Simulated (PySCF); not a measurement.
System: dimethylaminoboronic acid, C₂H₈BNO₂, charge 0, multiplicity 1. SMILES: CN(C)B(O)O
Structure (B3LYP-D3(BJ)/def2-TZVP (Ansatz) minimum search):
```
N
B 1 1.4090
O 2 1.3872 1 118.49
H 3 0.9588 2 115.24 1 180.00
O 2 1.3872 3 123.01 4 0.00
H 5 0.9588 2 115.24 3 0.00
C 1 1.4480 2 122.86 3 0.00
H 7 1.0866 1 110.22 2 0.00
H 7 1.0968 8 108.53 1 -121.76
H 7 1.0968 8 108.53 9 -116.48
C 1 1.4480 2 122.86 3 180.00
H 11 1.0866 1 110.22 2 0.00
H 11 1.0968 12 108.53 1 -121.76
H 11 1.0968 12 108.53 13 -116.48
```

Dispersion corrections to the total energy (kcal/mol) from the dftd3 and dftd4 libraries through PySCF: D3(BJ) without and D4 with the three-body term, each with the damping fitted for the functional named.

```csv
functional,D3(BJ),D4
LC-wPBE,-5.53,-6.65
revPBE,-15.79,…
BHLYP,-7.75,-6.59
HSE06,-3.81,-4.68
PBE,…,-6.05
PBE0,-5.21,-5.08
CAM-B3LYP,-4.53,…
```

Question: Fill in the missing entries.

Answer: 
- revPBE, D4: -20.90
- PBE, D3(BJ): -6.14
- CAM-B3LYP, D4: -5.05
